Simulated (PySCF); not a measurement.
PySCF job for C3H6OSi, SMILES [SiH3][C@H]1OC=C1, PBE/pcSseg-1. Geometry optimised at PBE-D3(BJ)/def2-SVP. The structure was generated by enumeration; whether it is a known compound was not checked.

```python
import numpy as np
from pyscf import gto, scf, dft
from pyscf.prop.nmr import rks as nmr

mol = gto.M(
    atom='''
    Si    1.60952866    0.23656032   -0.11099312
    C    -0.22322107    0.08618081   -0.62504381
    C    -1.22231785    0.87180663    0.19171919
    C    -1.62264288   -0.32181953    0.69754638
    O    -0.77546729   -1.15509458   -0.01575553
    H     2.13678335    1.57345869   -0.56025550
    H     1.68701301    0.12958598    1.38357461
    H     2.42518574   -0.84798129   -0.75929064
    H    -0.37505167    0.06412521   -1.72634848
    H    -1.46816625    1.92941455    0.32222557
    H    -2.32633639   -0.73669833    1.43471200
    ''',
    basis='pcSseg-1',
    charge=0,
    spin=0,
    max_memory=1600,
    verbose=3,
)
mf = dft.RKS(mol, xc='pbe')
mf.grids.level = 3
mf.conv_tol = 1e-10
mf.max_cycle = 100
mf.kernel()
n = nmr.NMR(mf)
n.verbose = 2
n.max_cycle_cphf = 60
sigma = n.kernel()
print('atom   isotropic/ppm   span/ppm')
for i, s in enumerate(sigma):
    w = np.linalg.eigvalsh((s + s.T) / 2)
    print(f'{mol.atom_symbol(i):2s}{i + 1:3d} {w.mean():14.3f} {w[2] - w[0]:11.3f}')
```

Program output:

```
converged SCF energy = -482.14907335786
atom   isotropic/ppm   span/ppm
Si  1        397.509      97.541
C   2         88.196      86.512
C   3         65.438     160.470
C   4         18.126     128.539
O   5        113.700     221.866
H   6         26.926       7.445
H   7         27.353       6.508
H   8         26.601       7.597
H   9         25.193       3.470
H  10         25.076       2.433
H  11         24.232       4.128
```

The calculation finished and met its thresholds.
